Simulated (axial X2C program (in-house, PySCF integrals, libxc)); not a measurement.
# Potential curves of In₂, spin-free

Calculated with an in-house all-electron X2C program for linear molecules (integrals from PySCF). Spin-free means the one-electron spin-free X2C Hamiltonian. Basis: In dyall-cv3z [11s12p9d4f1g] (cores contracted in-house); Gaussian nuclei, density fitting, unrestricted open shells. Masses: In 114.904 u.

State: M_S = 1, Λ = 1 (beyond evenly filled blocks: σα, π+α). Energies in eV from the fragments at the same level (In + In). Fits are polynomials in 1 − R0/R over 0.85 to 1.23 times the lowest point R0.

```
 R (Å)     PBE0  CCSD(T)      MP2    PBE50
2.6492  -0.9308           -0.6479  -0.8932
2.7710  -1.1186  -0.9055  -0.8723  -1.0708
2.8623  -1.1974  -1.0082  -0.9705  -1.1411
2.9536  -1.2372  -1.0662  -1.0238  -1.1718
3.0450  -1.2475  -1.0900  -1.0426  -1.1724
3.1516  -1.2316  -1.0854  -1.0318  -1.1448
3.2582  -1.1943  -1.0555  -0.9952  -1.0953
3.3952  -1.1246  -0.9920  -0.9219  -1.0096
3.5626  -1.0195           -0.8075  -0.8846
3.8062  -0.8487           -0.6177  -0.6847
```

Correlated methods: 6 electrons correlated (number of frozen shells: In 4 s, 3 p, 2 d), 322 virtual spin orbitals or spinors in MP2.

Occupations by symmetry block were frozen at the best pattern of an incomplete PBE0 search. De is counted from the lowest determinant-based energies of the atoms at the same level, without counterpoise correction. CCSD and (T) use frozen natural virtuals with an MP2 correction for the truncation; (T) itself is uncorrected, so its De runs slightly low. Other states lie close and PBE0, whose exact exchange favours high spin, may order them wrongly; the determinant shown need not be the ground state. The nearest other spin-free determinant of the search, M_S = 0, Λ = 1, lies 0.17 eV up at the distance of the search. Without a current term, density functionals place determinants with orbital angular momentum somewhat too high. With the outer-core shells frozen, correlated bond lengths of heavy atoms tend to come out a few hundredths of an ångström too long. Spin-free De lacks the spin–orbit lowering of the heavy p-block atom, a tenth of an eV or more for 4p and 5p, up to an eV for 6p and one to two eV for 7p atoms, less what an open-shell molecule gains itself. With spin–orbit coupling the lowest determinant has another configuration, so this spin-free state is a model. Coupled cluster ran on the points near the minimum only. MP2 and coupled cluster on one determinant become unreliable at the stretched end.

**Question.** What are Re, ωe and De at the PBE0 level?

**Answer.** At PBE0, spin-free: Re = 3.037 Å, ωe ≈ 113 cm⁻¹, De = 1.25 eV to In + In; Be follows as 0.0318 cm⁻¹.

**Question.** What are Re, ωe and De at the CCSD(T) level?

**Answer.** At CCSD(T), spin-free: Re = 3.081 Å, ωe ≈ 115 cm⁻¹, De = 1.09 eV to In + In; Be follows as 0.0309 cm⁻¹.

**Question.** What are Re, ωe and De at the MP2 level?

**Answer.** At MP2, spin-free: Re = 3.061 Å, ωe ≈ 119 cm⁻¹, De = 1.04 eV to In + In; Be follows as 0.0313 cm⁻¹.

**Question.** Fit the PBE50 curve near its minimum: give the equilibrium distance, the harmonic wavenumber and the well depth.

**Answer.** At PBE50, spin-free: Re = 3.000 Å, ωe ≈ 121 cm⁻¹, De = 1.18 eV to In + In; Be follows as 0.0326 cm⁻¹.
